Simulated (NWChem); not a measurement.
MnH₂O₂, sextet; SMILES [OH][Mn][OH]

```xyz
5

Mn     0.0000     0.0000     0.0176
O      0.0415     1.8053    -0.0726
H     -0.4789     2.4824     0.3611
O     -0.0415    -1.8053    -0.0726
H      0.4789    -2.4824     0.3611
```
Atoms are numbered in this order, from 1.

Computed with NWChem. Spin-unrestricted. Coordinates come from a PBE0/def2-SVP, spin-unrestricted optimisation. This spin state was assumed; another may lie lower. No stability test was run on the SCF state.

Task: What does the run give for TPSS/3-21G? Quantities: highest occupied level (eV); lowest empty minus highest occupied level, either spin (eV); dipole (D); <S²>.

Result: The highest occupied level (eV) is -4.06 and the lowest empty minus highest occupied level, either spin (eV) is 1.52. The dipole (D) is 1.64 and the <S²> comes out as 8.76.
